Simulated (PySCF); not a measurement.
Run record: geometry optimisation, `Cl[SiH2]C#[C][GeH3]`.

Computed with PBE0-D3(BJ)/def2-SVP geometry optimisation, gas phase (PySCF 2.14.0). Start geometry: GFN2-xTB. The input is one job of a driver script: a line of settings, then coordinates in Å.

Command:
```bash
OMP_NUM_THREADS=1 python probes_run.py task.json out
```

Input:
```
{"job": {"xc": "PBE0", "basis": "def2-SVP", "d3": "d3bj", "grid": 1, "shake": 0.01, "kind": "geom"}, "charge": 0, "multiplicity": 1}
Cl     3.103210     1.740850    -0.550130
Si     2.454990    -0.060400     0.060000
C      0.590040    -0.074980     0.025470
C     -0.567820    -0.060810     0.006010
Ge    -2.497850    -0.065530    -0.038200
H      2.959870    -1.057740    -0.871110
H      2.929450    -0.272060     1.432230
H     -2.958320    -1.464150    -0.101010
H     -2.958620     0.702160    -1.207200
H     -3.004510     0.591730     1.222890
```

Question: Give the output.

Answer: 
```
step   0  E = -2904.70251849  max force = 0.169295
step   1  E = -2904.71594698  max force = 0.028914
step   2  E = -2904.71692609  max force = 0.006889
step   3  E = -2904.71703619  max force = 0.001509
step   4  E = -2904.71705534  max force = 0.001506
step   5  E = -2904.71706894  max force = 0.000847
step   6  E = -2904.71707393  max force = 0.000832
step   7  E = -2904.71707615  max force = 0.000384
optimisation converged
```

Energies in Eh; «max force» is the largest Cartesian gradient component in Eh/bohr.

Question: How much energy does the optimisation release, in eV?

Answer: E(step 0) − E(last step) = 0.014558 Eh, which is 0.396 eV.

Main results: final energy -2904.71708 Eh after 7 steps; dipole 1.83 D.

Question: How long does this job take on an Arm Neoverse V2 with one thread (shared host)? And the peak memory of the process?

Answer: About 44 s, with 0.49 GiB resident at the peak, the Python interpreter and its libraries included.
Labels such as C1 count atoms from 1, the log's own numbers from 0.
